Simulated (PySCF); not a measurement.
AuH6N2, SMILES [NH3]->[Au][NH3+], charge +1, multiplicity 1. Coordinates come from a PBE0-D3(BJ)/def2-SVP optimisation. The spin state was assumed, not searched. The def2 effective core potentials stand for the cores of Au; spin–orbit coupling is left out.

Computed equilibrium geometry at PBE0-D3(BJ)/def2-SVP (PySCF confirms it by a frequency run) as bond lengths and angles, and its point group:
point group D3.
Atoms: Au1 N2 H3 H4 H5 N6 H7 H8 H9. Bonded distances (Å): Au1–N2 2.065, Au1–N6 2.065, N2–H3 1.024, N2–H4 1.024, N2–H5 1.024, N6–H7 1.024, N6–H8 1.024, N6–H9 1.024. Angles (°): N2–Au1–N6 180.0, Au1–N2–H3 112.0, Au1–N2–H4 112.0, Au1–N2–H5 112.0, H3–N2–H4 106.8, H3–N2–H5 106.8, H4–N2–H5 106.8, Au1–N6–H7 112.0, Au1–N6–H8 112.0, Au1–N6–H9 112.0, H7–N6–H8 106.8, H7–N6–H9 106.8, H8–N6–H9 106.8.
Charge +1, spin multiplicity 1.
